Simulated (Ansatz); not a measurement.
Reaction (redistribution): `C[O][Sn]([Cl])([Cl])[SeH]` + `[OH][SnH3]` → `[SeH][SnH3]` + `C[O][Sn]([OH])([Cl])[Cl]`

Computed with Ansatz on PBE0-D4/def2-TZVP structures; ΔE is electronic, products minus reactants. CBS: MP2 limit from def2 TZ/QZ plus the TZ coupled-cluster correction, frozen cores. Functionals use def2-TZVPP. Elements past krypton have def2 core potentials. For Se, Sn outer-core shells are correlated without core-valence functions, which leaves a few kJ/mol of doubt a bond. Scalar relativity is left out up to krypton. One conformer a species, not always the lowest.

```csv
level,ΔE (kJ/mol),difference from CCSD(T)/CBS
r2SCAN-D4,-0.7,0.4
ωB97M-V,-1.3,-0.2
B2PLYP,-0.6,0.5
PBE,-0.2,0.9
r2SCAN,-1.3,-0.2
PBE0,-3.0,-1.9
MP2/def2-TZVPP,0.6,1.7
SCS-MP2/def2-TZVPP,-0.1,1.0
SCS-MP2/def2-QZVPP,0.4,1.5
MP2/CBS(def2),2.0,3.1
CCSD(T)/CBS,-1.1,0
```

Largest T1 diagnostic among the species: 0.014.

The D4 term adds +3.7 kJ/mol with B3LYP and +2.1 kJ/mol with PBE0; it sums over pairs of atoms, weighted by their polarisabilities, and B3LYP, whose exchange is more repulsive, gets the larger term. In def2-TZVPP, CCSD(T) changes the Hartree–Fock value by +6.1 kJ/mol (the triples alone add +1.1 kJ/mol) and MP2 by +9.3 kJ/mol.

B3LYP here is the variant with VWN-RPA as its local correlation; programs differ in this.
